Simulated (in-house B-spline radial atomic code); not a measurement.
## RPA and G0W0 on LDA VWN5: Kr VII (Kr6+)

Configuration [Ar] 3d10 4s2, mean-field start LDA VWN5. Computed with a B-spline radial code for spherical atoms: all electrons, scalar-relativistic (spin-free one-electron X2C), finite nucleus, each spin shell either full or empty, empty states to l = 9 with an (l + 1/2)⁻⁴ tail; G0W0 by contour deformation at full frequency.

Command:
```bash
python run_gw.py task.json out
```
Settings (radii: box in bohr, nucleus in fm):
```
Z                        36
electrons                30
configuration            [Ar] 3d10 4s2
hamiltonian              x2c
method                   lda,vwn
lmax                     9
rms_radius               4.1884
spin_polarised           False
box_radius               9.29
intervals                67
ion_configuration        [Ar] 3d10 4s1
```

Cost of the run: 4.1 s on 1 thread of AMD EPYC 7R13 Processor, on a shared host.

Energies (hartree):

```csv
term,value
mean-field total,-2776.40323
Hartree-Fock functional on these orbitals,-2778.62074
direct second order,-2.6583
second-order exchange,0.77519
SOSEX correction,0.7121
```

Q: What is the RPA correlation energy, and what remains with SOSEX?

A: RPA gives -2.3283 hartree (-2.11 eV per electron); RPA + SOSEX gives -1.6162, and the second-order doubles -1.8831 hartree (no singles). SOSEX takes back 31 % of the RPA value.

Quasi-particle levels (eV):

| level | occupied | mean field | Σx - vxc | Σc | QP weight | G0W0 |
| --- | --- | --- | --- | --- | --- | --- |
| 4s | yes | -102.81 | -4.55 | ? | ? | ? |
| 3d | yes | -173.75 | -20.85 | 3.72 | 0.942 | -190.87 |
| 4p | no | -84.98 | 8.62 | -1.89 | 0.962 | -78.25 |

G0W0 = mean field + (Σx - vxc) + Σc, with Σc (partial-wave tail included) taken at the quasi-particle energy. Only the outer levels were computed. Levels of low weight are left out.

Q: Where does G0W0 put 4s?

A: At -109.92 eV, with Σc = -2.56 eV and a quasi-particle weight of 0.965. The tabulated removal energy is 109.13 ± 0.05 eV (NIST, tabulated theory); the calculation leaves out spin-orbit coupling, Breit and QED terms, and what these don't explain is the method's own error.

Q: What does it cost to remove one electron (to [Ar] 3d10 4s1) by differences of total energies, each species on its own start (correlation terms add to the Hartree-Fock functional)?

A: LDA VWN5 110.27 eV, Hartree-Fock functional 106.92 eV, + RPA 109.72 eV, + RPA + SOSEX 109.07 eV, + second order 110.07 eV. Tabulated: 109.13 ± 0.05 eV (NIST, tabulated theory); the calculation leaves out spin-orbit coupling, Breit and QED terms, and what these don't explain is the method's own error.
